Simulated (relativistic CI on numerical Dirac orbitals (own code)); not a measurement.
## Calculated levels, Hg33+

Computed by Dirac-Coulomb-Breit CI, KLI orbitals optimised for each configuration, model QED (radiative potential, 1s self-energy scaled to tabulated hydrogen-like ionisation energies), unscaled Slater integrals (own radial code, finite nucleus).

Configurations in the expansion (outside the closed core [Ar] 3d10): 4s2 4p6 4d10 4f, 4s2 4p6 4d9 4f2, 4s2 4p6 4d10 5s, 4s2 4p5 4d10 4f2, 4s2 4p6 4d10 5p, 4s2 4p6 4d10 5d, 4s 4p6 4d10 4f2, 4s2 4p6 4d9 4f 5s, 4s2 4p6 4d10 5f, 4s2 4p6 4d9 4f 5p, 4s2 4p6 4d10 5g, 4s2 4p6 4d10 6s, 4s2 4p6 4d10 6p, 4s2 4p6 4d10 6d, 4s2 4p5 4d10 4f 5s, 4s2 4p6 4d9 4f 5f, 4s2 4p6 4d10 6f, 4s2 4p6 4d10 7s, 4s 4p6 4d10 5s2, 4s2 4p6 4d10 7d, 4s2 4p6 4d9 4f 6p. Double excitations out of closed p, d and f shells are left out; levels of such configurations are missing from the list, as are those of other unlisted configurations, and high levels can miss mixing partners.

The lowest level is 4s2 4p6 4d10 4f 2F°_5/2, with 100 % of that term; Hund's rules for 4s2 4p6 4d10 4f give 2F° with J = 5/2, in agreement.

| No. | Configuration | Term | J | E (cm⁻¹) | % | Lifetime (s) | jj configuration (%) |
| --- | --- | --- | --- | --- | --- | --- | --- |
| 1 | 4s2 4p6 4d10 4f | 2F° | 5/2 | 0 | 100 |  | 4f5/2 (100) |
| 2 | 4s2 4p6 4d10 4f | 2F° | 7/2 | 50715 | 100 | 6.66e-04 | 4f7/2 (100) |
| 3 | 4s2 4p6 4d9 4f2 | 4F | 3/2 | 1787041 | 92 | 7.19e-08 | 4d5/2^5 4f5/2^2 (84) |
| 4 | 4s2 4p6 4d9 4f2 | 4F | 5/2 | 1791904 | 55 | 2.79e-08 | 4d5/2^5 4f5/2^2 (88) |
| 5 | 4s2 4p6 4d9 4f2 | 4G | 7/2 | 1811667 | 40 | 5.91e-09 | 4d5/2^5 4f5/2^2 (78) |
| 6 | 4s2 4p6 4d9 4f2 | 2K | 13/2 | 1834064 | 43 | 9.77e+00 | 4d5/2^5 4f5/2^2 (97) |
| 7 | 4s2 4p6 4d9 4f2 | 4H | 9/2 | 1840736 | 37 | 2.56e-08 | 4d5/2^5 4f5/2^2 (75) |
| 8 | 4s2 4p6 4d9 4f2 | 4F | 7/2 | 1840844 | 31 | 1.40e-09 | 4d5/2^5 4f5/2 4f7/2 (83) |
| 9 | 4s2 4p6 4d10 5s | 2S | 1/2 | 1843055 | 99 | 4.30e-04 | 5s (99) |
| 10 | 4s2 4p6 4d9 4f2 | 4D | 5/2 | 1843097 | 29 | 1.15e-09 | 4d5/2^5 4f5/2^2 (84) |
| 11 | 4s2 4p6 4d9 4f2 | 4F | 9/2 | 1853655 | 57 | 6.71e-08 | 4d5/2^5 4f5/2 4f7/2 (67) |
| 12 | 4s2 4p6 4d9 4f2 | 4I | 11/2 | 1856064 | 34 | 7.30e-03 | 4d5/2^5 4f5/2^2 (91) |
| 13 | 4s2 4p6 4d9 4f2 | 4D | 3/2 | 1859560 | 51 | 8.70e-10 | 4d5/2^5 4f5/2^2 (71) |
| 14 | 4s2 4p6 4d9 4f2 | 2F | 5/2 | 1862445 | 38 | 1.51e-10 | 4d5/2^5 4f5/2 4f7/2 (79) |
| 15 | 4s2 4p6 4d9 4f2 | 4K | 15/2 | 1865434 | 75 | 1.25e-03 | 4d5/2^5 4f5/2 4f7/2 (99) |
| 16 | 4s2 4p6 4d9 4f2 | 4G | 7/2 | 1867363 | 38 | 3.72e-08 | 4d5/2^5 4f5/2^2 (57) |
| 17 | 4s2 4p6 4d9 4f2 | 4D | 7/2 | 1875229 | 31 | 4.00e-09 | 4d5/2^5 4f5/2 4f7/2 (79) |
| 18 | 4s2 4p6 4d9 4f2 | 4P | 1/2 | 1875304 | 46 | 3.99e-05 | 4d5/2^5 4f5/2^2 (66) |
| 19 | 4s2 4p6 4d9 4f2 | 4G | 11/2 | 1876314 | 45 | 2.17e-04 | 4d5/2^5 4f5/2 4f7/2 (87) |
| 20 | 4s2 4p6 4d9 4f2 | 4H | 13/2 | 1885682 | 54 | 2.26e-03 | 4d5/2^5 4f5/2 4f7/2 (91) |
| 21 | 4s2 4p6 4d9 4f2 | 4K | 17/2 | 1887120 | 80 | 4.87e-03 | 4d5/2^5 4f5/2 4f7/2 (56) |
| 22 | 4s2 4p6 4d9 4f2 | 4G | 9/2 | 1891079 | 42 | 8.04e-09 | 4d5/2^5 4f5/2^2 (59) |
| 23 | 4s2 4p6 4d9 4f2 | 4D | 5/2 | 1892147 | 32 | 1.57e-09 | 4d5/2^5 4f5/2 4f7/2 (89) |
| 24 | 4s2 4p6 4d9 4f2 | 2H | 9/2 | 1897483 | 49 | 8.87e-09 | 4d5/2^5 4f5/2 4f7/2 (87) |
| 25 | 4s2 4p6 4d9 4f2 | 4I | 13/2 | 1906286 | 43 | 3.58e-04 | 4d5/2^5 4f5/2 4f7/2 (99) |
| 26 | 4s2 4p6 4d9 4f2 | 2H | 11/2 | 1906653 | 27 | 2.60e-04 | 4d5/2^5 4f5/2 4f7/2 (94) |
| 27 | 4s2 4p6 4d9 4f2 | 2D | 3/2 | 1908610 | 69 | 3.64e-10 | 4d5/2^5 4f5/2 4f7/2 (79) |
| 28 | 4s2 4p6 4d9 4f2 | 2H | 9/2 | 1909215 | 34 | 1.23e-08 | 4d5/2^5 4f5/2 4f7/2 (64) |
| 29 | 4s2 4p6 4d9 4f2 | 2G | 7/2 | 1911254 | 33 | 2.98e-10 | 4d5/2^5 4f5/2 4f7/2 (48) |
| 30 | 4s2 4p6 4d9 4f2 | 4P | 1/2 | 1912468 | 38 | 1.38e-05 | 4d5/2^5 4f5/2 4f7/2 (83) |

Energies count from the lowest computed level; ° marks odd parity; lifetimes are radiative, by E1, M1, E2, M2, E3 decay to levels of this space only. Filled j subshells are mostly left out of the jj labels.

The mean weight of the leading LS term, summed over parents, in these 30 levels is 51 %, and that of the leading jj configuration (from the same eigenvectors) 81 %, so jj coupling describes them better and the LS labels are nominal.

At this charge energies of transitions that change n are usually good to better than 1 %, and those within a shell (Δn = 0) to a few per cent.

LS names give the leading component of a level, which can be under half, so a name can repeat, a term be missing and a line seem to break the LS rules.
